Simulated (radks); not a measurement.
Question: Successive ionisation energies (eV) of one element, from differences of total energies of ions in their ground configurations, starting at charge 0: 17.742, 34.755, 62.993, 87.655, 114.21, 155.18, 185.19, 950.14, 1098.7. Method: scalar-relativistic Kohn-Sham, PBEsol, spin-polarised, spherical densities, finite nucleus; open shells are filled with parallel spins first; Fermi nuclear charge, rms radius 2.8976 fm; computed with a radial shooting solver on a logarithmic mesh with Libxc functionals. Which element is it?

Answer: Fluorine (Z = 9). The first species listed is F in [He] 2s2 2p5, the last F8+ in 1s1.
